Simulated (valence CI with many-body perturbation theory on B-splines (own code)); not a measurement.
## Nb II: electric-dipole lines

Computed by relativistic CI+MBPT: four valence electrons over a frozen Dirac-Fock core [Kr], radial functions for each j: 7 s, 7 p, 8 d, 6 f, 4 g, 1 h, with the one-electron correlation potential Σ1 (screened to all orders), the two-electron term Σ2, the three-electron term Σ3, Breit, model QED; selected single and double excitations, second order for the rest, scaled by the run's own slope (own B-spline code, finite nucleus).

Against 31 measured levels this calculation errs by 479 cm⁻¹ on average and by 826 at most. These come from a selection out of the NIST Handbook of Basic Atomic Spectroscopic Data. Levels without a partner in it may be off by more, other configurations by 1,000 to 4,000 cm⁻¹. Among the levels kept, up to 550 cm⁻¹ of a level comes from second order outside the variational space, and about a tenth of that is noise between levels of different J, which matters for small intervals. 2 measured levels below the end of the list, from 14626 cm⁻¹ on, found no clear computed partner, and computed levels of the same name lie up to 394 cm⁻¹ from them.

Lines 301 to 350 of 591 in falling wavelength, among levels below 57236 cm⁻¹, chosen from the strongest by gf and those to the six lowest levels. Wavelengths and rates use the calculated energies, so an error of 500 cm⁻¹ moves a line at 287.3 nm by 1.4 % and its rate by three times that or more. Electric multipoles are in the length gauge, E1 and E2 with the static RPA response of the core. Weak lines are less certain than strong ones. Lines between different terms over intervals too small for the method are left out, as are lines whose strength nearly cancels. Where a level lies close to another of its J and parity, the split of strength between their lines is uncertain. The highest levels of a list are the least certain.

Names give the largest LS component (configuration and term), which can be under half, so a name can repeat, a term be missing and a line seem to break the LS rules; names also repeat where a configuration has a term twice. Letters in brackets count levels of one name in rising energy.

```tsv
λ vac (nm)	λ from measured levels	Upper	Lower	A (s⁻¹)	log gf	Branch %
287.4		4d3 5p 1G°_4 [c]	4d3 5s 3F_4 [a]	1.82e+07	-0.69	6.6
287.4		4d3 5p 3F°_4 [b]	4d4 3G_5	1.91e+07	-0.67	6.6
287.3	282.2	4d3 5p 5D°_2 [a]	4d3 5s 5F_1	4.01e+06	-1.61	1.1
285.4		4d3 5p 3D°_2 [b]	4d4 3D_3	3.54e+07	-0.67	15.6
285.1		4d3 5p 3D°_3 [a]	4d4 5D_3	2.43e+05	-2.68	0.1
284.0		4d3 5p 5S°_2	4d3 5s 5P_3	4.44e+07	-0.57	31.6
283.8		4d3 5p 3G°_4 [a]	4d3 5s 5F_4	1.50e+07	-0.79	7.7
283.6		4d3 5p 5D°_3 [b]	4d4 3F_4	1.70e+07	-0.84	11.4
283.6		4d2 5s 5p 5G°_2	4d4 3G_3	2.39e+07	-0.84	22.1
283.3		4d3 5p 3F°_3 [b]	4d4 3G_4	2.10e+07	-0.75	9.1
283.1		4d3 5p 1F°_3 [b]	4d3 5s 3H_4	8.44e+07	-0.15	21.5
282.8		4d3 5p 3G°_4 [b]	4d4 3H_5	5.30e+07	-0.24	21.5
282.4		4d3 5p 3G°_5 [a]	4d3 5s 5F_5	2.90e+07	-0.42	14.5
282.2		4d3 5p 3D°_3 [a]	4d4 5D_2	3.84e+07	-0.49	19.6
282.1	276.6	4d3 5p 5F°_3	4d4 5D_4	7.42e+06	-1.21	3.3
281.9	276.5	4d3 5p 5F°_2	4d4 5D_3	7.54e+06	-1.35	3.4
280.9	275.5	4d3 5p 5F°_1	4d4 5D_2	8.42e+06	-1.52	3.9
280.7	275.5	4d3 5p 5F°_4	4d4 5D_4	9.41e+05	-2.00	0.4
280.4		4d3 5p 3D°_2 [c]	4d4 3D_2	3.48e+07	-0.69	8.5
280.2		4d3 5p 1P°_1 [a]	4d4 1D_2 [a]	1.48e+08	-0.28	38.6
280.1		4d3 5p 1H°_5 [b]	4d4 1G_4 [b]	9.20e+06	-0.92	1.9
280.1		4d3 5p 5S°_2	4d3 5s 5P_2	3.87e+07	-0.64	27.5
279.6		4d3 5p 1G°_4 [d]	4d3 5s 1H_5	1.17e+08	0.09	32.8
279.5		4d3 5p 1I°_6	4d4 1I_6	1.09e+08	0.22	41.0
279.4		4d3 5p 3D°_1 [d]	4d4 3D_2	4.36e+07	-0.81	11.1
279.4		4d3 5p 3G°_5 [b]	4d4 3H_6	1.00e+08	0.11	38.3
279.3		4d3 5p 3D°_3 [d]	4d4 3D_3	8.14e+07	-0.18	26.5
279.1	273.8	4d3 5p 5F°_2	4d4 5D_2	2.62e+07	-0.82	11.9
278.9		4d3 5p 3D°_1 [b]	4d4 3F_2 [a]	3.01e+07	-0.98	25.6
278.8	273.4	4d3 5p 5F°_3	4d4 5D_3	3.34e+07	-0.56	14.9
278.7	273.4	4d3 5p 5F°_1	4d4 5D_1	2.28e+07	-1.10	10.5
278.6		4d3 5p 3G°_3 [b]	4d4 3H_4	5.19e+07	-0.37	22.6
278.6		4d3 5p 5S°_2	4d3 5s 5P_1	2.77e+07	-0.79	19.7
278.4		4d3 5p 3D°_2 [c]	4d4 3D_1	1.96e+07	-0.94	4.8
278.3		4d3 5p 3D°_3 [d]	4d4 3D_2	1.53e+07	-0.90	5.0
278.0		4d3 5p 3G°_3 [c]	4d4 3D_3	4.54e+07	-0.43	15.0
277.7		4d3 5p 3D°_3 [b]	4d4 3H_4	1.54e+07	-0.90	8.7
277.6	272.2	4d3 5p 5F°_1	4d4 5D_0	1.10e+07	-1.42	5.1
277.5		4d3 5p 3F°_4 [b]	4d4 3H_5	4.93e+07	-0.29	17.0
277.4		4d3 5p 3D°_1 [d]	4d4 3D_1	1.57e+08	-0.26	40.0
277.4	272.3	4d3 5p 5F°_4	4d4 5D_3	5.70e+07	-0.23	24.9
277.2		4d3 5p 3D°_3 [e]	4d3 5s 3H_4	1.46e+07	-0.93	4.7
277.0	271.7	4d3 5p 5F°_2	4d4 5D_1	1.22e+07	-1.15	5.6
276.8		4d3 5p 3F°_2 [a]	4d3 5s 5F_1	2.28e+06	-1.88	1.8
276.8		4d3 5p 3D°_2 [c]	4d3 5s 3F_3 [a]	1.95e+07	-0.95	4.8
276.8	271.7	4d3 5p 5F°_5	4d4 5D_4	5.20e+07	-0.18	23.6
276.0	270.7	4d3 5p 5F°_3	4d4 5D_2	8.26e+06	-1.18	3.7
275.9	270.3	4d3 5p 5D°_3 [a]	4d4 5D_4	2.60e+07	-0.68	7.8
275.9	270.3	4d3 5p 5D°_2 [a]	4d4 5D_3	6.05e+07	-0.46	16.8
275.6	270.0	4d3 5p 5D°_1 [a]	4d4 5D_2	9.37e+07	-0.49	25.3
```
